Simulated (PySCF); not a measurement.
Match the calculated data to a structure.

All candidates are C8H16Si.

* 1H NMR: chemical shifts (computed TMS as zero) by class: 5.05 (1 H), 4.43 (1 H), 2.99 (1 H), 1.64 (1 H), 1.59 (1 H), 1.39 (1 H), 1.27 (1 H), 0.92 (3 H), 0.60 (1 H), 0.49 (1 H), 0.44 (1 H), 0.43 (1 H), -0.06 (1 H), -0.13 (1 H) ppm [GIAO KT2/pcSseg-1]
* Dipole: 0.40 D [wB97X-D/def2-SVPD]
* UV, first state: lowest singlet excitation: 6.78 eV (183 nm, f = 0.034) [TDDFT wB97X-D/def2-SVPD]
* 13C NMR: chemical shifts (computed TMS as zero) by class: 39.9 (1 C), 33.9 (1 C), 32.0 (1 C), 27.7 (1 C), 16.7 (1 C), 16.3 (1 C), 8.7 (1 C), 6.3 (1 C) ppm [GIAO KT2/pcSseg-1]
* Polarisability: 119.4 au [wB97X-D/def2-SVPD]
* Valence photoelectron: vertical ionisation energy: 8.99 eV [ΔSCF wB97X-D/def2-SVPD]
* Rotational structure: rotational constants A, B, C: 2.888, 0.676, 0.578 GHz [PBE0-D3(BJ)/def2-SVP]
* Triplet: lowest triplet excitation (Tamm–Dancoff): 6.38 eV [TDA wB97X-D/def2-SVPD]
* UV, strongest line: among the 10 lowest singlet transitions: S7 at 7.99 eV (155 nm, f = 0.082) [TDDFT wB97X-D/def2-SVPD]
* NMR, other nuclei: isotropic shieldings of nuclei other than C and H, by class: 385 (1 Si) ppm [GIAO KT2/pcSseg-1]

Electronic properties: PySCF, gas phase, density fitting. Levels stand in brackets. Geometry: PBE0-D3(BJ)/def2-SVP, one conformer, isolated molecule. NMR values are class means; diastereotopic atoms form classes of their own.

Question: Which candidate is it?
A. `C=C(C)[C@@]1(C)CCC[SiH2]1`
B. `C=C1CCC[C@@H](C[SiH3])C1`
C. `CC[C@@H]1C[C@H](C2CC2)[SiH2]1`
D. `C=C[C@H]1C[Si@@H](CCC)C1`

Answer: C. It is `CC[C@@H]1C[C@H](C2CC2)[SiH2]1`. Numbering: `[CH3:1][CH2:2][C@@H:3]1[CH2:4][C@H:5]([CH:6]2[CH2:7][CH2:8]2)[SiH2:9]1`. Its formula, C8H16Si, gives 2 degrees of unsaturation: 2 rings and 0 π bonds in the structure found. 8 carbons fall into 8 classes; from least to most shielded: four-membered-ring carbon [C4] (39.9 ppm), ring sp3 carbon bound to silicon [C5] (33.9 ppm), chain CH2 carbon [C2] (32.0 ppm), ring sp3 carbon bound to silicon [C3] (27.7 ppm), three-membered-ring carbon [C6] (16.7 ppm), methyl carbon [C1] (16.3 ppm), three-membered-ring carbon [C8] (8.7 ppm), three-membered-ring carbon [C7] (6.3 ppm). Hydrogen classes from least to most shielded: 1 H on an SiH2 silicon, Si9 (5.05 ppm), 1 H on an SiH2 silicon, Si9 (4.43 ppm), 1 H on a four-membered-ring carbon, C4 (2.99 ppm), 1 H on a chain CH2 carbon, C2 (1.64 ppm), 1 H on a four-membered-ring carbon, C4 (1.59 ppm), 1 H on a chain CH2 carbon, C2 (1.39 ppm), 1 H on an sp3 carbon bound to silicon, C3 (1.27 ppm), 3 H on a methyl carbon, C1 (0.92 ppm), 1 H on a three-membered-ring carbon, C6 (0.60 ppm), 1 H on a three-membered-ring carbon, C8 (0.49 ppm), 1 H on an sp3 carbon bound to silicon, C5 (0.44 ppm), 1 H on a three-membered-ring carbon, C7 (0.43 ppm); 2 more classes are left out. The other shieldings belong to: 385 ppm, SiH2 silicon [Si9]. The first electron is taken from the HOMO, whose largest Löwdin shares are 0.24 on an sp3 carbon bound to silicon, 0.15 on each of 2 atoms of one kind (three-membered-ring carbon) and 0.15 on the SiH2 silicon. The optimised geometry has point group C1 and is an asymmetric top.

The others, at the same levels:
- `C=C(C)[C@@]1(C)CCC[SiH2]1` fails: its computed 13C shifts are 151.4 (1 C), 102.7 (1 C), 42.7 (1 C), 41.8 (1 C), 29.2 (1 C), 28.1 (1 C), 25.4 (1 C), 10.0 (1 C) ppm, 1H shifts are 4.76 (1 H), 4.74 (1 H), 4.21 (1 H), 4.12 (1 H), 2.11 (1 H), 1.97 (3 H), 1.76 (1 H), 1.74 (1 H), 1.41 (1 H), 1.17 (3 H), 1.09 (1 H), 0.89 (1 H) ppm and vertical ionisation energy is 8.57 eV (against 8.99 eV).
- `C=C[C@H]1C[Si@@H](CCC)C1` fails: it has 7 carbon classes against 8; its computed 13C shifts are 146.4 (1 C), 107.4 (1 C), 44.4 (1 C), 24.0 (2 C), 22.9 (1 C), 21.8 (1 C), 21.0 (1 C) ppm, 1H shifts are 5.66 (1 H), 4.93 (1 H), 4.75 (1 H), 4.73 (1 H), 2.70 (1 H), 1.37 (2 H), 1.27 (2 H), 1.06 (3 H), 0.95 (2 H), 0.75 (2 H) ppm and lowest singlet excitation is 6.97 eV (178 nm, f = 0.002) (against 6.78 eV).
- `C=C1CCC[C@@H](C[SiH3])C1` fails: its computed 13C shifts are 147.6 (1 C), 105.9 (1 C), 46.1 (1 C), 43.8 (1 C), 42.0 (1 C), 39.0 (1 C), 32.4 (1 C), 18.2 (1 C) ppm, 1H shifts are 4.79 (1 H), 4.78 (1 H), 3.92 (3 H), 2.30 (1 H), 2.14 (1 H), 2.02 (1 H), 1.81 (1 H), 1.71 (1 H), 1.58 (1 H), 1.40 (1 H), 1.25 (1 H), 0.98 (1 H), 0.90 (1 H), 0.55 (1 H) ppm and lowest singlet excitation is 7.01 eV (177 nm, f = 0.371) (against 6.78 eV).

Each candidate is one conformer, not necessarily the lowest. Dipoles, sizes and rotational constants follow the conformer. The torsions of the flexible species, by atom-mapped SMILES:
- `[CH3:1][CH2:2][C@@H:3]1[CH2:4][C@H:5]([CH:6]2[CH2:7][CH2:8]2)[SiH2:9]1`: C1–C2–C3–C4 -64°, C4–C5–C6–C7 157°
- `[CH2:1]=[CH:2][C@H:3]1[CH2:4][Si@@H:5]([CH2:6][CH2:7][CH3:8])[CH2:9]1`: C1–C2–C3–C4 122°, C4–Si5–C6–C7 165°, Si5–C6–C7–C8 180°

The conformers of `C=C(C)[C@@]1(C)CCC[SiH2]1` and `C=C1CCC[C@@H](C[SiH3])C1` aren't listed.
